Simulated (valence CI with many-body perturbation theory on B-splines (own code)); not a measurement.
Mn¹⁰⁺ in brief

Computed by valence CI with perturbative core correlation (CI+MBPT): five valence electrons over a frozen Dirac-Fock core [Ne], radial functions for each j: 9 s, 9 p, 8 d, 6 f, 3 g, 1 h, with the one-electron correlation potential Σ1 (screened to all orders), the two-electron term Σ2, the three-electron term Σ3, Breit, model QED; selected single and double excitations, second order for the rest, scaled by the run's own slope (own B-spline code, finite nucleus).

No measured levels were compared; by estimate levels of excited configurations hold to 0.05 to 0.15 % of their energy, terms of the ground configuration to about 0.5 %. Among the levels kept, up to 1600 cm⁻¹ of a level comes from second order outside the variational space, and about a tenth of that is noise between levels of different J, which matters for small intervals.

Rates and lifetimes use the calculated energies. Strong lines usually hold to 10 to 20 %, long lifetimes can be off by a factor of two.

Question: What is the ground level?

Answer: 3s2.3p3 4S°_3/2, composition 95 % 3s2.3p3 4S° + 2 % 3s.3p3.3d 4S° + 2 % 3s2.3p3 2P°, g = 1.987.

Question: Where does the other parity begin?

Answer: At 3s.3p4 4P_5/2, 253960 cm⁻¹.

Question: Name the longest-lived excited levels whose lifetime is computed, and their main decay.

Answer: 3s2.3p3 2D°_5/2 at 42944 cm⁻¹ lives 726 ms, mostly by M1 to 3s2.3p3 4S°_3/2; 3s2.3p3 2D°_3/2 at 39625 cm⁻¹ lives 36.1 ms, mostly by M1 to 3s2.3p3 4S°_3/2; 3s2.3p3 2P°_1/2 at 69284 cm⁻¹ lives 6.30 ms, mostly by M1 to 3s2.3p3 4S°_3/2. The lifetime of 3s2.3p2.3d 4F_9/2 is too uncertain to give, and may be longer. The lifetime of 3s2.3p2.3d 2G_9/2 is too uncertain to give, and may be longer.

Question: What is the ionisation energy?

Answer: 283.07 eV; NIST lists 286.1 ± 0.5 eV (semi-empirical).

Question: What are the static dipole polarisabilities of the lowest levels?

Answer: 3s2.3p3 4S°_3/2 0.456; 3s2.3p3 2D°_3/2 0.451 (tensor 0.026); 3s2.3p3 2D°_5/2 0.453; 3s2.3p3 2P°_1/2 0.444 bohr³, of which the core gives 0.00680.
